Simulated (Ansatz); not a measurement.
Ansatz (an electronic-structure program) input file for disilanyl(ethenyl)silane (C2H10Si3), SMILES C=C[SiH2][SiH2][SiH3], PBE0/def2-SVPD. Geometry: B3LYP-D3(BJ)/def2-SVP. Other conformers were not sampled.

Ansatz 0.2 input:
```yaml
crystal:
  periodic: [false, false, false]
  atoms:
    - {symbol: C, position_ang: [-2.63496780, -0.36407076, -0.94093903]}
    - {symbol: C, position_ang: [-1.99373767, 0.57445970, -0.23015761]}
    - {symbol: Si, position_ang: [-0.93836521, 0.20576659, 1.27618489]}
    - {symbol: Si, position_ang: [1.32082399, 0.49306989, 0.67745833]}
    - {symbol: Si, position_ang: [1.68830024, -0.71383042, -1.30762233]}
    - {symbol: H, position_ang: [-2.61468748, -1.42165460, -0.65406100]}
    - {symbol: H, position_ang: [-3.21032351, -0.12058054, -1.84132370]}
    - {symbol: H, position_ang: [-2.05275078, 1.61527883, -0.57687377]}
    - {symbol: H, position_ang: [-1.30314926, 1.09660443, 2.41909155]}
    - {symbol: H, position_ang: [-1.15138265, -1.21749180, 1.67713872]}
    - {symbol: H, position_ang: [1.61381634, 1.94009363, 0.43614248]}
    - {symbol: H, position_ang: [2.23252935, 0.00618376, 1.75819360]}
    - {symbol: H, position_ang: [1.21370404, -2.11939530, -1.13382446]}
    - {symbol: H, position_ang: [0.91930208, -0.08925587, -2.42347873]}
    - {symbol: H, position_ang: [3.13454870, -0.74220074, -1.67871712]}
basis:
  gaussian:
    orbitals: def2-SVPD
hamiltonian:
  xc: {name: PBE0}
```

Log of the run:

```
WARN ansatz: RAYON_NUM_THREADS=2 ignored (pool sized by the plan → 2); use --threads N
Functional definition: PBE0
integrals: 0.15 GiB planned
1713 factors; their error is unknown
mean field: 1.31 GiB planned
mean field evaluation 1: about -25843.3435 eV, gradient 3.8e1 eV
mean field evaluation 2: about -25841.5398 eV, gradient 4.5e1 eV
mean field evaluation 4: about -25847.3071 eV, gradient 1.2e0 eV
mean field evaluation 8: about -25847.3081 eV, gradient 2.3e-2 eV
mean field evaluation 16: about -25847.4865 eV, gradient 7.9e-5 eV
mean field -25847.48645199 eV, -949.8776070552 hartree, gradient 7.9e-5 eV, S^2 0.000000; 0 other end points of the search recorded, 0 dependent functions left out
reference -25847.48649573 eV, -949.8776086624 hartree; 32, 32 occupied and 160, 160 virtual orbitals, 1713 factors
Total energy: -25847.48649573 eV, -949.8776086624 hartree
```

The run converged.
